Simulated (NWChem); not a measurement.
# C3H8Si; SMILES CC(=C)[SiH3]

```xyz
12

C      1.3353     1.0631     0.0000
C      0.1137     0.5101     0.0000
C     -1.1402     1.3386     0.0000
Si    -0.0562    -1.3637     0.0000
H      2.2488     0.4602     0.0000
H      1.4704     2.1524     0.0000
H     -1.7640     1.1192     0.8830
H     -0.9169     2.4169     0.0000
H     -1.7640     1.1192    -0.8830
H      1.2957    -1.9993     0.0000
H     -0.8180    -1.8235    -1.2049
H     -0.8180    -1.8235     1.2049
```
Atoms are numbered in this order, from 1.

Structure relaxed at the PBE0/def2-SVP level.

Symmetry labels are those of Cs in the frame above (b1 and b2, or b-type labels, depend on it).

Problem. List the 6 lowest vertical singlet excitations from Hartree-Fock/6-31+G* (spherical d), CIS (NWChem).

Solution. 
```csv
state,energy (eV),oscillator strength,symmetry,leading excitation (squared amplitude)
S1,7.32,0.566,a',HOMO → LUMO+2 (0.52)
S2,7.35,0.026,a",HOMO → LUMO (0.72)
S3,7.83,0.003,a",HOMO−1 → LUMO+6 (0.30)
S4,8.24,0.005,a",HOMO → LUMO+4 (0.70)
S5,8.42,0.010,a",HOMO → LUMO+3 (0.60)
S6,8.65,0.035,a",HOMO → LUMO+1 (0.63)
```
